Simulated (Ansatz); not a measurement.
Basis-set series for `C[SiH]([AlH2])[SbH2]`. Charge 0, multiplicity 1. Sb takes the def2 core potential. Geometry: relaxed with PBE0-D4/def2-TZVP.

```tsv
functional	basis	functions	energy (Eh)	HOMO (eV)	LUMO (eV)
PBE0-D4	def2-SVP	116	-814.60377	-6.44	-1.21
PBE0-D4	def2-QZVPP	519	-814.86520	-6.42	-1.32
ωB97M-V	def2-SVP	116	-814.74788	-8.25	0.62
ωB97M-V	def2-QZVPP	519	-815.01453	-8.26	0.28
```

Give the rows for def2-TZVPP. (Estimate.)

Computed: 
| functional | basis | functions | energy (Eh) | HOMO (eV) | LUMO (eV) |
| --- | --- | --- | --- | --- | --- |
| PBE0-D4 | def2-TZVPP | 277 | -814.84403 | -6.42 | -1.29 |
| ωB97M-V | def2-TZVPP | 277 | -814.99365 | -8.26 | 0.43 |

Positive LUMOs are unbound and depend on the basis.
